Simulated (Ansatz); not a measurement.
## A ladder of methods for GeH2Cl (SMILES [Cl][GeH2])

GeH2Cl: 4 atoms, total charge 0, spin state doublet. As SMILES, `[Cl][GeH2]`. The coordinates come from a PBE0-D4/def2-TZVP relaxation.

```xyz
4

Cl   -1.5629    0.3052    0.9935
Ge    0.1067   -0.4511   -0.1416
H     0.0727    0.2596   -1.5142
H     1.3834   -0.1137    0.6623
```

Each level gives the energy change with the Ge2–H3 bond stretched from 1.546 to 1.933 Å (eV). The values are calculated.

| level | kind | program | value (eV) | less FCI/STO-3G | CPU time (all runs) |
| --- | --- | --- | --- | --- | --- |
| UHF/STO-3G | Hartree–Fock | Ansatz | 1.60 | +0.40 | 0.65 s |
| USVWN5/STO-3G | LDA | Ansatz | 1.33 | +0.13 | 2.8 s |
| UBLYP/STO-3G | GGA | Ansatz | 1.25 | +0.05 | 4.6 s |
| U-wB97M-V/STO-3G | range-separated hybrid | Ansatz | 1.44 | +0.24 | 71 s |
| UCAM-B3LYP/STO-3G | range-separated hybrid | Ansatz | 1.46 | +0.26 | 6.7 s |
| UHSE06/STO-3G | range-separated hybrid | Ansatz | 1.38 | +0.18 | 6.5 s |
| RPA@PBE/STO-3G | RPA | Ansatz | 1.11 | -0.09 | 10 s |
| UCCSD/STO-3G | coupled cluster or CI | Ansatz | 1.21 | +0.01 | 1.1 s |
| FCI/STO-3G | exact in the basis | Ansatz | 1.20 | 0.00 | 6.5 s |

FCI/STO-3G is exact within its basis and frozen core, so for wave-function methods in that basis the difference is their error; functionals converge differently with the basis, so for them it is only a difference. All-electron rows without a relativistic Hamiltonian named are non-relativistic. The first shape isn't each level's own minimum. The values span 1.11 to 1.60 eV. All rows use very small basis sets, so even the best lies far from the true value. In the correlated wave-function rows the outer d shell of Ge is correlated, in sets not made for it. CPU times are rough (shared hosts, several kinds of processor): they show what a rung costs within a factor of a few.
